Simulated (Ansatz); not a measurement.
# Molecular dynamics of C2H10ClN3Si

Input:

```yaml
crystal:
  periodic: [false, false, false]
  atoms:
    - { symbol: Si, position_ang: [0.13541, -0.223352, 0.081455] }
    - { symbol: "N", position_ang: [0.103709, -0.377707, 1.808766] }
    - { symbol: C, position_ang: [-1.199395, -0.30219, 2.509615] }
    - { symbol: H, position_ang: [-1.964839, -0.858682, 1.946157] }
    - { symbol: H, position_ang: [-1.109615, -0.759833, 3.509225] }
    - { symbol: H, position_ang: [-1.563309, 0.735956, 2.643998] }
    - { symbol: C, position_ang: [1.19195, 0.2745, 2.573991] }
    - { symbol: H, position_ang: [1.328702, -0.238846, 3.540873] }
    - { symbol: H, position_ang: [2.124503, 0.193835, 1.993411] }
    - { symbol: H, position_ang: [0.997012, 1.344622, 2.785338] }
    - { symbol: "N", position_ang: [1.778554, -0.003651, -0.439828] }
    - { symbol: H, position_ang: [1.986415, -0.525216, -1.316344] }
    - { symbol: H, position_ang: [2.040891, 0.988609, -0.614011] }
    - { symbol: Cl, position_ang: [-1.004836, 1.487464, -0.548276] }
    - { symbol: "N", position_ang: [-0.53538, -1.655686, -0.635703] }
    - { symbol: H, position_ang: [-1.175498, -2.17409, -0.000703] }
    - { symbol: H, position_ang: [-1.060473, -1.488533, -1.518263] }
basis:
  gaussian: { orbitals: STO-3G }
hamiltonian:
  xc: pbe0
md:
  timestep: 0.5
  n_steps: 127
  ensemble: nvt_langevin
  temperature: 1500.0
  initial_velocities: maxwell_boltzmann
  seed: 741543
  friction: 0.05
```

Command:

```bash
$ ansatz run input.yaml --threads 1 --pin off --max-ram 2048MiB --backend cpu --events-out ev --progress --plain --runs-dir out
```

It starts from a relaxed structure.

Output, in part (one step line in 2, the closing report, with atoms numbered from 0):

```
md step     0: t =     0.00 fs  T =  1411.8 K  F+E_penalty+E_count = -26783.88897748 eV  E_kin = 3.102240 eV  (21 SCF iters)
md step     2: t =     1.00 fs  T =  1411.3 K  F+E_penalty+E_count = -26783.56299145 eV  E_kin = 3.101187 eV  (25 SCF iters)
md step     4: t =     2.00 fs  T =  1057.5 K  F+E_penalty+E_count = -26782.94888212 eV  E_kin = 2.323697 eV  (25 SCF iters)
md step     6: t =     3.00 fs  T =  1109.8 K  F+E_penalty+E_count = -26782.55123807 eV  E_kin = 2.438659 eV  (25 SCF iters)
md step     8: t =     4.00 fs  T =   998.4 K  F+E_penalty+E_count = -26782.35978912 eV  E_kin = 2.193972 eV  (26 SCF iters)
md step    10: t =     5.00 fs  T =  1055.2 K  F+E_penalty+E_count = -26782.17372820 eV  E_kin = 2.318785 eV  (25 SCF iters)
md step    12: t =     6.00 fs  T =  1130.4 K  F+E_penalty+E_count = -26782.03650833 eV  E_kin = 2.483939 eV  (25 SCF iters)
md step    14: t =     7.00 fs  T =   931.0 K  F+E_penalty+E_count = -26781.76251327 eV  E_kin = 2.045819 eV  (25 SCF iters)
md step    16: t =     8.00 fs  T =   924.5 K  F+E_penalty+E_count = -26781.50157793 eV  E_kin = 2.031476 eV  (23 SCF iters)
md step    18: t =     9.00 fs  T =  1076.2 K  F+E_penalty+E_count = -26781.61623037 eV  E_kin = 2.364906 eV  (25 SCF iters)
md step    20: t =    10.00 fs  T =  1086.5 K  F+E_penalty+E_count = -26781.52788157 eV  E_kin = 2.387462 eV  (27 SCF iters)
md step    22: t =    11.00 fs  T =  1010.6 K  F+E_penalty+E_count = -26781.44334902 eV  E_kin = 2.220817 eV  (27 SCF iters)
md step    24: t =    12.00 fs  T =   914.9 K  F+E_penalty+E_count = -26781.36213835 eV  E_kin = 2.010527 eV  (27 SCF iters)
md step    26: t =    13.00 fs  T =   850.3 K  F+E_penalty+E_count = -26781.14870436 eV  E_kin = 1.868408 eV  (28 SCF iters)
md step    28: t =    14.00 fs  T =  1084.9 K  F+E_penalty+E_count = -26781.22832533 eV  E_kin = 2.383963 eV  (27 SCF iters)
md step    30: t =    15.00 fs  T =  1298.2 K  F+E_penalty+E_count = -26781.43534743 eV  E_kin = 2.852680 eV  (28 SCF iters)
md step    32: t =    16.00 fs  T =  1266.6 K  F+E_penalty+E_count = -26781.51058106 eV  E_kin = 2.783191 eV  (27 SCF iters)
md step    34: t =    17.00 fs  T =  1037.9 K  F+E_penalty+E_count = -26781.45063567 eV  E_kin = 2.280730 eV  (24 SCF iters)
md step    36: t =    18.00 fs  T =  1070.4 K  F+E_penalty+E_count = -26781.36252370 eV  E_kin = 2.352106 eV  (28 SCF iters)
md step    38: t =    19.00 fs  T =  1312.3 K  F+E_penalty+E_count = -26781.52831075 eV  E_kin = 2.883656 eV  (28 SCF iters)
md step    40: t =    20.00 fs  T =  1368.5 K  F+E_penalty+E_count = -26781.58054408 eV  E_kin = 3.007167 eV  (26 SCF iters)
md step    42: t =    21.00 fs  T =  1282.8 K  F+E_penalty+E_count = -26781.40045587 eV  E_kin = 2.818939 eV  (26 SCF iters)
md step    44: t =    22.00 fs  T =  1272.2 K  F+E_penalty+E_count = -26781.34241775 eV  E_kin = 2.795493 eV  (26 SCF iters)
md step    46: t =    23.00 fs  T =  1287.3 K  F+E_penalty+E_count = -26781.39239542 eV  E_kin = 2.828847 eV  (27 SCF iters)
md step    48: t =    24.00 fs  T =  1198.2 K  F+E_penalty+E_count = -26781.55772335 eV  E_kin = 2.632880 eV  (27 SCF iters)
md step    50: t =    25.00 fs  T =  1166.5 K  F+E_penalty+E_count = -26781.51940564 eV  E_kin = 2.563376 eV  (28 SCF iters)
md step    52: t =    26.00 fs  T =  1089.5 K  F+E_penalty+E_count = -26781.43904506 eV  E_kin = 2.393982 eV  (25 SCF iters)
md step    54: t =    27.00 fs  T =  1443.5 K  F+E_penalty+E_count = -26781.53188267 eV  E_kin = 3.171946 eV  (26 SCF iters)
md step    56: t =    28.00 fs  T =  1492.9 K  F+E_penalty+E_count = -26781.64430701 eV  E_kin = 3.280462 eV  (25 SCF iters)
md step    58: t =    29.00 fs  T =  1327.3 K  F+E_penalty+E_count = -26781.59540009 eV  E_kin = 2.916630 eV  (26 SCF iters)
md step    60: t =    30.00 fs  T =  1193.5 K  F+E_penalty+E_count = -26781.43350823 eV  E_kin = 2.622613 eV  (25 SCF iters)
md step    62: t =    31.00 fs  T =  1188.5 K  F+E_penalty+E_count = -26781.42097554 eV  E_kin = 2.611725 eV  (25 SCF iters)
md step    64: t =    32.00 fs  T =  1259.5 K  F+E_penalty+E_count = -26781.73389609 eV  E_kin = 2.767672 eV  (25 SCF iters)
md step    66: t =    33.00 fs  T =  1352.2 K  F+E_penalty+E_count = -26781.93249595 eV  E_kin = 2.971459 eV  (26 SCF iters)
md step    68: t =    34.00 fs  T =  1172.1 K  F+E_penalty+E_count = -26781.69482646 eV  E_kin = 2.575543 eV  (25 SCF iters)
md step    70: t =    35.00 fs  T =  1028.7 K  F+E_penalty+E_count = -26781.42068094 eV  E_kin = 2.260518 eV  (25 SCF iters)
md step    72: t =    36.00 fs  T =  1209.6 K  F+E_penalty+E_count = -26781.51676049 eV  E_kin = 2.657944 eV  (23 SCF iters)
md step    74: t =    37.00 fs  T =  1334.2 K  F+E_penalty+E_count = -26781.85363973 eV  E_kin = 2.931846 eV  (26 SCF iters)
md step    76: t =    38.00 fs  T =  1360.7 K  F+E_penalty+E_count = -26782.00779118 eV  E_kin = 2.990027 eV  (26 SCF iters)
md step    78: t =    39.00 fs  T =  1295.4 K  F+E_penalty+E_count = -26781.71932774 eV  E_kin = 2.846527 eV  (26 SCF iters)
md step    80: t =    40.00 fs  T =  1102.4 K  F+E_penalty+E_count = -26781.13823176 eV  E_kin = 2.422396 eV  (27 SCF iters)
md step    82: t =    41.00 fs  T =   980.6 K  F+E_penalty+E_count = -26781.07734877 eV  E_kin = 2.154835 eV  (27 SCF iters)
md step    84: t =    42.00 fs  T =  1392.8 K  F+E_penalty+E_count = -26781.53930448 eV  E_kin = 3.060548 eV  (28 SCF iters)
md step    86: t =    43.00 fs  T =  1394.2 K  F+E_penalty+E_count = -26781.40220390 eV  E_kin = 3.063534 eV  (27 SCF iters)
md step    88: t =    44.00 fs  T =  1317.6 K  F+E_penalty+E_count = -26780.98967154 eV  E_kin = 2.895243 eV  (26 SCF iters)
md step    90: t =    45.00 fs  T =  1276.8 K  F+E_penalty+E_count = -26781.04826938 eV  E_kin = 2.805657 eV  (24 SCF iters)
md step    92: t =    46.00 fs  T =  1431.3 K  F+E_penalty+E_count = -26781.57766021 eV  E_kin = 3.145085 eV  (26 SCF iters)
md step    94: t =    47.00 fs  T =  1641.8 K  F+E_penalty+E_count = -26782.24058843 eV  E_kin = 3.607769 eV  (25 SCF iters)
md step    96: t =    48.00 fs  T =  1704.6 K  F+E_penalty+E_count = -26782.65116424 eV  E_kin = 3.745700 eV  (25 SCF iters)
md step    98: t =    49.00 fs  T =  1525.9 K  F+E_penalty+E_count = -26782.50683325 eV  E_kin = 3.353081 eV  (25 SCF iters)
md step   100: t =    50.00 fs  T =  1554.4 K  F+E_penalty+E_count = -26782.16410006 eV  E_kin = 3.415719 eV  (25 SCF iters)
md step   102: t =    51.00 fs  T =  1614.9 K  F+E_penalty+E_count = -26782.20902992 eV  E_kin = 3.548555 eV  (25 SCF iters)
md step   104: t =    52.00 fs  T =  1702.0 K  F+E_penalty+E_count = -26782.43979827 eV  E_kin = 3.740108 eV  (25 SCF iters)
md step   106: t =    53.00 fs  T =  1209.0 K  F+E_penalty+E_count = -26782.16195136 eV  E_kin = 2.656680 eV  (25 SCF iters)
md step   108: t =    54.00 fs  T =  1251.4 K  F+E_penalty+E_count = -26781.84194325 eV  E_kin = 2.749874 eV  (25 SCF iters)
md step   110: t =    55.00 fs  T =  1252.0 K  F+E_penalty+E_count = -26781.71457358 eV  E_kin = 2.751213 eV  (23 SCF iters)
md step   112: t =    56.00 fs  T =  1441.4 K  F+E_penalty+E_count = -26781.90705160 eV  E_kin = 3.167461 eV  (26 SCF iters)
md step   114: t =    57.00 fs  T =  1486.8 K  F+E_penalty+E_count = -26782.08284397 eV  E_kin = 3.267217 eV  (26 SCF iters)
md step   116: t =    58.00 fs  T =  1640.7 K  F+E_penalty+E_count = -26781.98851850 eV  E_kin = 3.605239 eV  (25 SCF iters)
md step   118: t =    59.00 fs  T =  1587.9 K  F+E_penalty+E_count = -26781.97365294 eV  E_kin = 3.489370 eV  (25 SCF iters)
md step   120: t =    60.00 fs  T =  1587.7 K  F+E_penalty+E_count = -26782.14181851 eV  E_kin = 3.488857 eV  (25 SCF iters)
md step   122: t =    61.00 fs  T =  1363.9 K  F+E_penalty+E_count = -26782.07845293 eV  E_kin = 2.997028 eV  (25 SCF iters)
md step   124: t =    62.00 fs  T =  1292.0 K  F+E_penalty+E_count = -26781.90436332 eV  E_kin = 2.839162 eV  (26 SCF iters)
md step   126: t =    63.00 fs  T =  1180.6 K  F+E_penalty+E_count = -26781.48184221 eV  E_kin = 2.594260 eV  (25 SCF iters)
md step   127: t =    63.50 fs  T =  1039.3 K  F+E_penalty+E_count = -26781.19492955 eV  E_kin = 2.283732 eV  (23 SCF iters)
Total energy: -26781.19495262 eV, -984.1907615628 hartree
Atom 0 at    -0.188359    -0.268601    -0.076212 Å, force     2.117480    -2.140114    -3.422944 eV/Å
Atom 1 at     0.078733    -0.673592     1.544841 Å, force     2.004317     0.288610     2.830216 eV/Å
Atom 2 at    -0.992570    -0.796746     2.579177 Å, force    -4.651701     0.342239    -3.340879 eV/Å
Atom 3 at    -1.792757    -1.752224     2.467959 Å, force     2.939457     3.177394     0.294709 eV/Å
Atom 4 at    -0.475296    -0.771114     3.508998 Å, force     0.153277    -0.483558     1.757233 eV/Å
Atom 5 at    -1.560556     0.239311     2.426340 Å, force     0.264577    -2.602201     1.365424 eV/Å
Atom 6 at     1.029435     0.395040     2.230642 Å, force    -3.600564     0.305545    -5.684713 eV/Å
Atom 7 at     1.400893    -0.023769     3.096367 Å, force     2.591281    -1.503315     2.185011 eV/Å
Atom 8 at     1.615397     0.799093     1.331087 Å, force     0.266248    -0.647448     2.421692 eV/Å
Atom 9 at     0.301011     1.123173     2.598755 Å, force     0.281450     1.138728    -0.087362 eV/Å
Atom 10 at     1.509828     0.060491    -0.730491 Å, force    -0.405219     3.215918     1.948868 eV/Å
Atom 11 at     1.789337    -0.234802    -1.694382 Å, force    -0.665252     0.102606    -0.017888 eV/Å
Atom 12 at     1.723349     1.193467    -0.652428 Å, force    -0.860833    -3.868578    -0.806425 eV/Å
Atom 13 at    -1.154751     1.435375    -0.648935 Å, force    -1.397376     2.161059    -0.121559 eV/Å
Atom 14 at    -1.018985    -1.553848    -0.941889 Å, force    -2.004762    -0.981885    -0.837022 eV/Å
Atom 15 at    -1.632603    -2.284988    -0.460454 Å, force     1.375923     1.012393     0.322733 eV/Å
Atom 16 at    -1.669488    -1.314220    -1.769433 Å, force     1.591698     0.482605     1.192906 eV/Å
Dipole moment:    -0.170118    -0.152637     0.242878 e Å
```

All steps were run. A run of 0.064 ps of so small a system gives no equilibrium averages. Limits of this set-up: minimal basis.

The same pairs are bonded in the first frame and the last. Pairs count as bonded within 1.25 times the sum of covalent radii (0.12 Å more for H–H).

Last frame:

```xyz
17
Properties=species:S:1:pos:R:3
Si -0.188 -0.269 -0.076
N 0.079 -0.674 1.545
C -0.993 -0.797 2.579
H -1.793 -1.752 2.468
H -0.475 -0.771 3.509
H -1.561 0.239 2.426
C 1.029 0.395 2.231
H 1.401 -0.024 3.096
H 1.615 0.799 1.331
H 0.301 1.123 2.599
N 1.510 0.060 -0.731
H 1.789 -0.235 -1.694
H 1.723 1.194 -0.652
Cl -1.155 1.435 -0.649
N -1.019 -1.554 -0.942
H -1.633 -2.285 -0.461
H -1.669 -1.314 -1.769
```

Run time: 10 min on 1 thread of Intel(R) Xeon(R) Platinum 8375C CPU @ 2.90GHz (Ice Lake), with other jobs on the host, peak memory 0.16 GiB.
